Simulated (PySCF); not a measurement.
# Relaxation of quintet [CoS3]-

Level of theory: PySCF, UPBE, basis Co def2-SVPD, S def2-SVPD (no relativity, density fitting). A (50,194) grid was used.

A start at or just off a symmetric point, pushed along the force that breaks its symmetry, of C2v symmetry, free to break it:

Coordinates in bohr (charge -1 multiplicity 5):
```
Co   -0.0692    0.0000    0.0000
S     3.9087    0.0012    0.0000
S    -1.8916    3.4296    0.0000
S    -1.8895   -3.4308    0.0000
```

Problem. What forces act on the atoms at the start (eV/Å)?

Solution. 
```json
{"atom": "Co1", "Fx": "0.15", "Fy": "0.00", "Fz": "0.00"}
{"atom": "S2", "Fx": "-0.58", "Fy": "0.00", "Fz": "0.00"}
{"atom": "S3", "Fx": "0.22", "Fy": "0.42", "Fz": "0.00"}
{"atom": "S4", "Fx": "0.22", "Fy": "-0.42", "Fz": "0.00"}
```

Problem. What does it relax to?

Solution. It ends at C2v with Co–S 2.045 Å, Co–S 2.074 Å (×2); S–Co–S 104.9° (×2), S–Co–S 150.3°. A frequency run shows 1 imaginary mode, down to 66i cm⁻¹, so it is a saddle point. Other isomers or separated fragments may lie lower.

Problem. How much energy is released, and in how many steps?

Solution. 20.4 kJ/mol in 7 steps.

With open d or f shells other occupations or spin states may lie lower.
